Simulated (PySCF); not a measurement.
Question: Write Cartesian coordinates for InChI=1S/C2H8BO2Si/c1-4-3(6)5-2/h6H2,1-2H3/q-1 as optimised with PBE0-D3(BJ)/def2-SVP. (Charge -1.)

Answer: 
```
atom  x, y, z in Å
C1    -1.7966   -0.8076   -0.0712
O2    -0.4085   -0.7322   -0.0336
B3     0.2100    0.5208   -0.0176
Si4   -0.7711    2.2747   -0.2574
O5     1.6002    0.4094   -0.0252
C6     2.2080   -0.8397   -0.0703
H7    -2.0952   -1.8559   -0.2540
H8    -2.2561   -0.4718    0.8765
H9    -2.2190   -0.1714   -0.8726
H10   -1.8279    2.0749    0.8527
H11    0.1773    3.1912    0.5347
H12    1.8842   -1.5031    0.7537
H13    1.9929   -1.3839   -1.0105
H14    3.3019   -0.7052    0.0037
```

Orientation and origin are arbitrary. Atoms count from 1 in this order. B3 (three-coordinate boron) is planar (angles 124.1°, 123.5° and 111.7°, sum 359.3°, 0.08 Å off the plane of its three neighbours). Of the pairs four or more bonds apart, Si4···H9 is among the closest relative to their van der Waals radii: 2.91 Å, 88 % of the sum of Bondi's values. Si4 (silicon bonded to B and 2 H) is pyramidal (angles 99.0°, 97.7° and 97.4°, sum 294.1°, 0.82 Å off the plane of its three neighbours).

Bonds between heavy atoms (Å): C1–O2 1.391, O2–B3 1.397, B3–Si4 2.024, B3–O5 1.395, O5–C6 1.390.

Theory: PBE0-D3(BJ)/def2-SVP geometry optimisation, gas phase in PySCF 2.14.0.

Whether it is a minimum is left open (no frequencies). The geometry's basis has no diffuse functions, a weakness for an anion. Torsions: C1–O2–B3–Si4 -7°, O2–B3–Si4–H 54° and 152°, O2–B3–O5–C6 1°.

One conformer stands for the species.
